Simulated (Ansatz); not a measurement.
(ClInS)4 cubane (In₄S₄Cl₄). Total charge 0; triplet. Geometry r2SCAN-D4/def2-SVP, that of the neutral singlet; atoms count from 1.

Cartesian coordinates in Å:
```
In -2.0662 -0.0276 -0.3215
Cl -4.3709 -0.0544 -0.6807
S -1.0663 -0.8991 1.8706
In 0.4288 1.1730 1.6774
Cl 0.9065 2.4776 3.5512
S -0.7605 2.1771 -0.3578
In 0.9553 0.8054 -1.6769
Cl 2.0193 1.7024 -3.5490
S -0.4787 -1.3092 -1.8713
In 0.6823 -1.9507 0.3209
Cl 1.4448 -4.1260 0.6789
S 2.3056 0.0315 0.3584
```

In the def2 sets In takes a core potential; there is no spin–orbit coupling. Single mean-field runs in def2-TZVP are fitted with def2-universal-jkfit. At PBE0-D4/def2-TZVP a singlet of charge 0 lies 4.24 eV below the triplet at the same geometry.

Problem. Estimate the Mulliken populations from the PBE0/def2-TZVP orbitals of Ansatz.

Solution. 
```
atom  charge (e)  spin (α − β)
 In1        0.58          0.21
 Cl2       -0.35          0.09
  S3       -0.24          0.51
 In4        0.72          0.08
 Cl5       -0.34          0.04
  S6       -0.37          0.07
 In7        0.72          0.08
 Cl8       -0.34          0.04
  S9       -0.24          0.51
In10        0.58          0.21
Cl11       -0.35          0.09
 S12       -0.37          0.07
```
Mulliken values depend strongly on the basis.

Problem. Where does the spin sit?

Solution. Summed by element: In 0.58, Cl 0.25, S 1.17, of 2 unpaired in all. Largest on single atoms: S3 0.51, S9 0.51, In10 0.21.

Problem. And the Mayer bond orders between heavy atoms (over 0.3)?

Solution. In1–Cl2 0.94 (2.33 Å); In1–S3 0.54 (2.56 Å); In1–S6 0.64 (2.56 Å); In1–S9 0.54 (2.56 Å); S3–In4 0.61 (2.56 Å); S3–In10 0.54 (2.56 Å); In4–Cl5 0.97 (2.33 Å); In4–S6 0.69 (2.56 Å); In4–S12 0.69 (2.56 Å); S6–In7 0.69 (2.56 Å); In7–Cl8 0.97 (2.33 Å); In7–S9 0.61 (2.56 Å); In7–S12 0.69 (2.56 Å); S9–In10 0.54 (2.56 Å); In10–Cl11 0.94 (2.33 Å); In10–S12 0.64 (2.56 Å).
